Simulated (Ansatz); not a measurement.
Total energies of N-butyl-N-methylpyrrolidinium dicyanamide (C11H20N4) from Ansatz at PBE-D4/def2-TZVP, gas phase (1 Eh = 27.2114 eV = 2625.5 kJ/mol). The reference geometry is relaxed at PBE-D4/def2-SVP.

| state | geometry | energy (Eh) |
| --- | --- | --- |
| charge 0 singlet | reference | -649.58283 |
| charge 1 doublet | reference | -649.30401 |
| charge -1 doublet | reference | -649.55223 |
| free C atom (triplet) | – | -37.79597 |
| free N atom (quartet) | – | -54.53214 |
| free H atom (doublet) | – | -0.49962 |

Single mean-field runs in def2-TZVP are fitted with def2-universal-jkfit.

**Question.** Work out the vertical ionisation energy to the doublet.

**Answer.** E(charge 1 doublet) − E(charge 0 singlet) = -649.30401 − (-649.58283) = 0.27882 Eh = 7.59 eV. For comparison, −ε of the highest occupied level is 4.60 eV at this level, 2.99 eV less.

**Question.** Work out the vertical electron affinity, to the doublet.

**Answer.** E(charge 0 singlet) − E(charge -1 doublet) = -649.58283 − (-649.55223) = -0.03060 Eh = -0.83 eV; negative, so the extra electron isn't bound. The basis lacks diffuse functions, which makes affinities too small.

**Question.** Give the fundamental gap IE − EA, the Mulliken electronegativity (IE + EA)/2 and the hardness (IE − EA)/2.

**Answer.** From the values in Eh: IE − EA = 0.27882 − (-0.03060) = 0.30942 Eh = 8.42 eV; (IE + EA)/2 = 3.38 eV; (IE − EA)/2 = 4.21 eV. The HOMO–LUMO gap of the same run is 3.79 eV, 4.63 eV smaller than the fundamental gap.

**Question.** What is the binding energy per atom against free atoms?

**Answer.** Atoms: 11 × (-37.79597) + 4 × (-54.53214) + 20 × (-0.49962) = -643.87663 Eh. Binding: -643.87663 − (-649.58283) = 5.70620 Eh = 155.27 eV, or 4.44 eV for each of 35 atoms (no zero-point energy, no counterpoise term).

At PBE-D4/def2-TZVP the highest occupied level of the charge -1 doublet lies above zero (up to 2.51 eV). By energy differences it is unbound by 0.83 eV (vertical, against the charge 0 singlet, at PBE-D4/def2-TZVP) and held by the finite basis.
